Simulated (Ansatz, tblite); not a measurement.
Cost and result up the ladder for (NaH)4 ring (Na4H4) (8 atoms). Charge 0, multiplicity 1. Geometry: PBE-D4/def2-SVP.

```tsv
atom	x (Å)	y (Å)	z (Å)
Na1	-0.952	-1.712	-1.667
H2	0.642	-2.556	-0.717
Na3	1.805	-1.687	0.714
H4	2.081	0.019	1.797
Na5	0.952	1.712	1.667
H6	-0.642	2.556	0.717
Na7	-1.805	1.687	-0.714
H8	-2.081	-0.019	-1.797
```

Ansatz on 4 threads of Intel Xeon on a shared host; xTB runs through tblite on one thread. Times are rough, summed over both states, and most runs start from the orbitals of an earlier one. No level here is sound enough to serve as a yardstick. The other state is a triplet.

The xTB rows come from tblite.

xTB has no spin-polarisation term.

```tsv
level	functions	wall time	vertical triplet (eV)
GFN2-xTB	20	0.025 s	4.41
GFN1-xTB	24	0.034 s	5.04
PBE-D4/def2-TZVP	152	19 s	3.74
r2SCAN-D4/def2-TZVP (with forces)	152	20 s	3.95
```
